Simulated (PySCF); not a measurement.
Be(SH)(SiH3) (BeH₄SSi), SMILES [SiH3][Be][SH].

Geometry: PBE0-D3(BJ)/def2-TZVP. Other conformers were not sampled.

Computed with TDDFT-PBE0/def2-SVPD in PySCF 2.14.0.

Vertical excitations. 

Computed UV-visible absorptions:
```json
[
 {"state": "S1", "energy (eV)": "4.96", "λ (nm)": "250", "f": "0.000", "main pairs": "HOMO→LUMO 99 %"},
 {"state": "S2", "energy (eV)": "5.32", "λ (nm)": "233", "f": "0.033", "main pairs": "HOMO−1→LUMO 95 %"},
 {"state": "S3", "energy (eV)": "5.78", "λ (nm)": "215", "f": "0.023", "main pairs": "HOMO−1→LUMO+1 94 %"},
 {"state": "S4", "energy (eV)": "5.94", "λ (nm)": "209", "f": "0.124", "main pairs": "HOMO→LUMO+1 92 %"},
 {"state": "S5", "energy (eV)": "6.33", "λ (nm)": "196", "f": "0.061", "main pairs": "HOMO→LUMO+2 93 %"},
 {"state": "S6", "energy (eV)": "6.85", "λ (nm)": "181", "f": "0.231", "main pairs": "HOMO−1→LUMO+2 90 %"},
 {"state": "S7", "energy (eV)": "6.90", "λ (nm)": "180", "f": "0.007", "main pairs": "HOMO−3→LUMO 92 %"},
 {"state": "S8", "energy (eV)": "7.07", "λ (nm)": "175", "f": "0.062", "main pairs": "HOMO−4→LUMO 88 %"},
 {"state": "S9", "energy (eV)": "7.10", "λ (nm)": "175", "f": "0.093", "main pairs": "HOMO−2→LUMO 84 %"},
 {"state": "S10", "energy (eV)": "7.23", "λ (nm)": "172", "f": "0.002", "main pairs": "HOMO→LUMO+3 28 %, HOMO−2→LUMO+1 25 %, HOMO−4→LUMO+1 18 %, HOMO→LUMO+4 16 %"},
 {"state": "T1", "energy (eV)": "4.22", "λ (nm)": "294", "f": "0", "main pairs": "HOMO−1→LUMO 96 %"},
 {"state": "T2", "energy (eV)": "4.65", "λ (nm)": "266", "f": "0", "main pairs": "HOMO−1→LUMO+1 96 %"},
 {"state": "T3", "energy (eV)": "4.79", "λ (nm)": "259", "f": "0", "main pairs": "HOMO→LUMO 97 %"},
 {"state": "T4", "energy (eV)": "4.96", "λ (nm)": "250", "f": "0", "main pairs": "HOMO→LUMO+1 96 %"}
]
```
Triplets are in the Tamm–Dancoff approximation, which puts them higher than full response would, so one can lie above its singlet here.
